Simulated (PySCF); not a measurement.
Work out the structure from these simulated measurements.

Formula: H6P2Si2.

- Rotational structure: rotational constants A, B, C: 3.191, 2.593, 1.513 GHz [GFN2-xTB]
- Triplet: lowest triplet excitation (Tamm–Dancoff): 4.03 eV [TDA PBE0/def2-SVPD]
- 1H NMR: chemical shifts (computed TMS as zero) by class: 4.99 (4 H), 2.90 (2 H) ppm [GIAO PBE0/pcSseg-1]
- Polarisability: 105.0 au [PBE0/def2-SVPD]
- NMR, other nuclei: isotropic shieldings of nuclei other than C and H, by class: 411 (2 Si), 589 (2 P) ppm [GIAO PBE0/pcSseg-1]
- Dipole: 0.00 D by symmetry (numerical residue 0.01 D) [PBE0/def2-SVPD]
- UV, strongest line: among the 8 lowest singlet transitions: S6 at 6.20 eV (200 nm, f = 0.054) [TDDFT PBE0/def2-SVPD]
- UV, first state: lowest singlet excitation: 4.45 eV (278 nm, f = 0.000) [TDDFT PBE0/def2-SVPD]
- XPS: Si2p3/2 106.7 (×2), P2p3/2 135.7 (×2), Si1s 1846.4 (×2), P1s 2149.2 (×2) eV [ΔSCF SCAN, pcX-2 on the ionised atom, pcseg-1 elsewhere, spin-free X2C, 2p3/2 from a spin–orbit splitting computed afterwards within the 2p shell]

Electronic properties: PySCF, gas phase, density fitting. Levels stand in brackets. Geometry: GFN2-xTB; no solvent, vibrations or thermal averaging. NMR classes are plain means over equivalent atoms (diastereotopic ones count apart unless rotation or inversion swaps them), as if these changed places fast.

Question: What is the compound? Reason from the data.

Answer: Numbering: `[SiH2:1]1[PH:2][SiH2:3][PH:4]1`. Hydrogen classes from least to most shielded: 4 H on 2 SiH2 silicons, Si1/Si3 (4.99 ppm), 2 H on 2 like atoms (three-coordinate phosphorus), P2/P4 (2.90 ppm). The other shieldings belong to: 411 ppm, SiH2 silicon [Si1/Si3]; 589 ppm, three-coordinate phosphorus [P2/P4]. The core levels belong to: Si2p3/2 106.7 eV, SiH2 silicon [Si1/Si3]; P2p3/2 135.7 eV, three-coordinate phosphorus [P2/P4]; Si1s 1846.4 eV, SiH2 silicon [Si1/Si3]; P1s 2149.2 eV, three-coordinate phosphorus [P2/P4]. S1 is mainly HOMO→LUMO (weight 0.98); the largest Löwdin shares of the orbital it empties are 0.37 on each of 2 atoms of one kind (three-coordinate phosphorus) and 0.08 on each of 2 atoms of one kind (SiH2 silicon), of the orbital it fills 0.21 on each of 2 atoms of one kind (SiH2 silicon) and 0.18 on each of 2 atoms of one kind (three-coordinate phosphorus). The vanishing dipole is forced by symmetry. The optimised geometry has point group C2h and is an asymmetric top. Structure: `[SiH2]1P[SiH2]P1`. The assignments are read from this structure; whether some other isomer fits the data as well wasn't checked.
